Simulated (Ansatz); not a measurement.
CH$_{10}$B$_{2}$Si$_{2}$, SMILES `B[SiH](C)B[SiH3]`. The species carries charge 0 and has multiplicity 1. All single points use the PBE0-D4/def2-TZVP geometry. It is one conformer, not always the lowest.

```xyz
15

B     0.838   -1.100    1.877
Si    1.076   -0.515   -0.028
C     1.548    1.292   -0.244
B    -0.756   -0.991   -0.693
Si   -2.238    0.347   -0.869
H     0.908   -2.256    2.171
H     0.557   -0.319    2.739
H     2.073   -1.404   -0.701
H     0.826    1.936    0.264
H     1.565    1.573   -1.300
H     2.536    1.494    0.175
H    -1.005   -2.150   -0.860
H    -1.773    1.722   -1.202
H    -3.311   -0.032   -1.829
H    -2.845    0.403    0.499
```

Q: What is the dipole moment at B3LYP/def2-TZVPP? (Best estimate.)

A: Computed: 0.69 D, with components (0.56, 0.37, -0.18) D in this frame, pointing from negative to positive charge.

Q: And with PBE, r2SCAN, ωB97M-V? (Estimate.)

A: Ansatz gave: PBE 0.74 D, r2SCAN 0.72 D, ωB97M-V 0.68 D.

Q: Give the Mulliken charges with B3LYP, r2SCAN, PBE in def2-TZVPP. (Estimate.)

A: The calculation gave: 
| atom | B3LYP | r2SCAN | PBE |
| --- | --- | --- | --- |
| B1 | -0.10 | -0.08 | -0.08 |
| Si2 | 0.16 | 0.23 | 0.12 |
| C3 | -0.38 | -0.30 | -0.37 |
| B4 | 0.02 | -0.02 | 0.04 |
| Si5 | 0.12 | 0.17 | 0.07 |
| H6 | 0.05 | 0.02 | 0.04 |
| H7 | 0.06 | 0.02 | 0.04 |
| H8 | -0.09 | -0.09 | -0.07 |
| H9 | 0.10 | 0.08 | 0.11 |
| H10 | 0.10 | 0.08 | 0.10 |
| H11 | 0.10 | 0.08 | 0.11 |
| H12 | 0.06 | 0.04 | 0.05 |
| H13 | -0.07 | -0.08 | -0.05 |
| H14 | -0.07 | -0.07 | -0.05 |
| H15 | -0.06 | -0.06 | -0.04 |

B3LYP here is the variant with VWN-RPA as its local correlation; programs differ in this.
